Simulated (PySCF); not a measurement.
C3H3N2, SMILES [N]1C=NC=C1, multiplicity 2. Atoms are numbered in the order given.

```xyz
8

C      0.0000    -0.7422    -0.8789
C      0.0000     0.7422    -0.8789
N      0.0000     1.1737     0.3748
C      0.0000     0.0000     1.0987
N      0.0000    -1.1737     0.3748
H      0.0000    -1.4211    -1.7461
H      0.0000     1.4211    -1.7461
H      0.0000     0.0000     2.2000
```
Charge 0, spin multiplicity 2.

Geometry optimised at PBE-D3(BJ)/def2-SVP. The isomer is the one that the SMILES or the coordinates give; other isomers of the formula were not compared.

Method: PBE/pcH-1 (PySCF).

Unrestricted Kohn–Sham, ⟨S²⟩ = 0.760. Hyperfine tensors hold the contact and dipolar terms, without spin-orbit corrections.

Computed hyperfine couplings:
```
nucleus    A(iso) (MHz)  A(iso) (G)  dipolar principal values (MHz)
---------  ------------  ----------  ------------------------------
13C no. 1          20.7         7.4              -30.8, -28.5, 59.3
13C no. 2          20.7         7.4              -30.8, -28.5, 59.3
14N no. 3          -3.0        -1.1                  -3.4, 1.5, 1.9
13C no. 4          51.6        18.4              -44.8, -42.5, 87.2
14N no. 5          -3.0        -1.1                  -3.4, 1.5, 1.9
1H no. 6          -27.2        -9.7               -14.6, -2.7, 17.3
1H no. 7          -27.2        -9.7               -14.6, -2.7, 17.3
1H no. 8          -38.2       -13.6               -20.1, -2.5, 22.6
```

Problem. And the g tensor (effective nuclear charges for spin-orbit coupling, GIAO)? (Estimate from the structure and the level; the computed values follow.)

Solution. principal values 2.0021, 2.0024, 2.0030; isotropic 2.0025.
